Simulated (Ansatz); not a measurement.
The first iterations of a band of C₂H₆FNSSn (12 atoms, charge 0, multiplicity 1).

The calculation used RHF/def2-SVP (Ansatz).

| Item | Value |
| --- | --- |
| movable images | 7 |
| climbing image | yes |
| spring | 5.0 eV/Å² |
| optimiser | quadratic models (default) |
| start path | through a guess of the saddle point |
| force threshold | 0.03 eV/Å |
| iteration limit | 57 |
| end points | relaxed |

Initial state:

```xyz
12
Properties=species:S:1:pos:R:3
F -1.357 -1.804 0.416
C -0.171 -1.900 -0.262
Sn 1.158 -0.341 0.466
N 0.257 1.439 -0.097
C -1.049 1.707 -0.142
S -1.739 3.133 -0.555
H -0.368 -1.782 -1.327
H 0.245 -2.893 -0.097
H 1.286 -0.380 2.163
H 2.675 -0.325 -0.308
H 0.823 2.232 -0.347
H -1.682 0.860 0.126
```

Final state:

```xyz
12
Properties=species:S:1:pos:R:3
F -0.750 -1.431 0.805
C 0.004 -1.892 -0.272
Sn 1.757 -0.531 -0.704
N 0.123 1.212 0.422
C -0.918 1.641 -0.363
S -1.016 3.069 -1.102
H -0.677 -1.979 -1.120
H 0.348 -2.898 -0.021
H 2.313 -0.613 0.977
H -0.135 0.536 1.124
H 0.719 1.948 0.759
H -1.690 0.882 -0.470
```

| iteration | highest image above the first end (eV) | largest band force component (eV/Å) |
| --- | --- | --- |
| 1 | 13.390 | 38.044 |
| 2 | 6.179 | 12.060 |
| 3 | 4.272 | 6.935 |
| 4 | 4.710 | 4.005 |
| 5 | 4.398 | 3.047 |
| 6 | 3.320 | 4.863 |
| 7 | 3.700 | 3.918 |
| 8 | 3.862 | 2.924 |
| 9 | 3.837 | 1.458 |
| 10 | 3.834 | 4.970 |
| 11 | 3.552 | 1.775 |
| 12 | 2.869 | 1.454 |
| 13 | 2.403 | 2.421 |
| 14 | 1.829 | 2.192 |

Does the band converge within its limit, and where does its top end?

The run converged. It ended after 43 iterations with the highest image 3.013 eV above the first end. Neighbouring images differ by up to 3.0 eV, so the band resolves the path poorly. A vibrational analysis at the climbing image gives one clearly imaginary mode, 1856i cm⁻¹: a first-order saddle point. The orbitals stay closed-shell, which can raise the energy where a bond breaks towards radicals; this wasn't checked here.

Time of the run: 17 min on 2 threads of Arm Neoverse V1, on a shared host, peak memory 0.4 GiB.
